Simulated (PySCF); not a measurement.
**How good is the calculation?**

Atom-mapped SMILES (the numbers label the heavy atoms): `[CH3:1][S:2][c:3]1[cH:4][cH:5][s:6][cH:7]1`; H(Xn) means a hydrogen on atom n.

Published estimates (parent shift plus substituent increments) and measurements: δ ¹H H(C5) 7.17; H(C7) 6.87; H(C4) 6.86 ppm (estimated from measurements, as parent shift plus tabulated substituent increment; solution, not stated per compound (mostly CDCl3 or CCl4); Pretsch, Buehlmann, Badertscher, Structure Determination of Organic Compounds, 4th ed. (2009)).

[PySCF: structure optimised with GFN2-xTB; shielding tensors at PBE0/pcSseg-1 (GIAO); in vacuum; fast rotation and ring inversion assumed for equivalent nuclei; a single conformation; no relativistic terms]

**Question.** How close does the calculation come?

**Answer.** 
Reference values: estimated from measurements, as parent shift plus tabulated substituent increment (solution, not stated per compound (mostly CDCl3 or CCl4); Pretsch, Buehlmann, Badertscher, Structure Determination of Organic Compounds, 4th ed. (2009)).
```json
{"atoms": "H(C5)", "quantity": "δ ¹H", "reference": "7.17", "computed": "7.23", "computed, scaled": "6.91"}
{"atoms": "H(C7)", "quantity": "δ ¹H", "reference": "6.87", "computed": "6.10", "computed, scaled": "5.85"}
{"atoms": "H(C4)", "quantity": "δ ¹H", "reference": "6.86", "computed": "6.96", "computed, scaled": "6.66"}
```

Computed shifts are σ(ref) − σ with the named reference compound (TMS for H and C) calculated as an isolated molecule at the same level. The measured values may be among those fitted. Expected solution values come from regression of measured δ (H and C: mostly CDCl3, vs TMS) on computed σ: ¹H (scatter 0.17 ppm rms, 0.18 ppm with the 4 outliers that the fit left out). A few per cent of atoms miss by over 2 rms, more outside the fitted compound classes.

**Question.** How far are the unscaled ¹H shifts from the references?

**Answer.** Mean signed difference -0.20 ppm, mean absolute 0.31 ppm over 3 comparisons; the largest is -0.77 ppm at H(C7) (hydrogen on an aromatic CH next to the ring sulfur).
